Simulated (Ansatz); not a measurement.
CH3Cl3GeO, SMILES `C[O][Ge]([Cl])([Cl])[Cl]` at its PBE0-D4/def2-TZVP geometry, where that method's forces vanish. The species carries charge 0 and has multiplicity 1.

| atom | x (Å) | y (Å) | z (Å) |
| --- | --- | --- | --- |
| C1 | 0.802 | -0.156 | 1.203 |
| O2 | -0.005 | -0.860 | 0.271 |
| Ge3 | -0.739 | -0.007 | -1.060 |
| Cl4 | -2.030 | 1.525 | -0.346 |
| Cl5 | -1.829 | -1.434 | -2.165 |
| Cl6 | 0.749 | 0.900 | -2.279 |
| H7 | 1.152 | -0.888 | 1.932 |
| H8 | 0.230 | 0.617 | 1.725 |
| H9 | 1.669 | 0.302 | 0.718 |

(1) For each bond, give half the difference of the two atoms' forces along it (eV/Å; positive pushes the atoms apart) under PBE-D4, r2SCAN-D4, B3LYP-D4, ωB97M-V in def2-TZVPP. (Best estimate.)

Results:

(1) Ansatz gave: 
| bond | length (Å) | PBE-D4 | r2SCAN-D4 | B3LYP-D4 | ωB97M-V |
| --- | --- | --- | --- | --- | --- |
| C1–O2 | 1.420 | 0.21 | 0.31 | 0.26 | 0.28 |
| C1–H7 | 1.090 | 0.11 | -0.05 | -0.12 | -0.11 |
| C1–H8 | 1.094 | 0.07 | -0.07 | -0.09 | -0.09 |
| C1–H9 | 1.094 | 0.07 | -0.07 | -0.09 | -0.09 |
| O2–Ge3 | 1.743 | 0.39 | 0.00 | 0.09 | -0.07 |
| Ge3–Cl4 | 2.126 | 0.17 | 0.03 | 0.18 | -0.01 |
| Ge3–Cl5 | 2.108 | 0.17 | 0.03 | 0.15 | 0.00 |
| Ge3–Cl6 | 2.126 | 0.17 | 0.03 | 0.18 | -0.01 |

B3LYP here is the variant with VWN-RPA as its local correlation; programs differ in this.
